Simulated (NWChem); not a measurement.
CH$_{8}$Si$_{2}$; SMILES C[SiH2][SiH3]

Program: NWChem. B3LYP is NWChem's, with the RPA form of VWN correlation. Each level has its own optimisation; frequencies are unscaled. Brackets give each atom's bonded neighbours.

For level Hartree-Fock/3-21G:

highest harmonic frequency (cm⁻¹): 3267
zero-point energy (kcal/mol): 51.8

Task: Estimate the same quantities for level B3LYP/3-21G.

Result: The highest harmonic frequency (cm⁻¹) is 3136. The zero-point energy (kcal/mol) is 49.2.
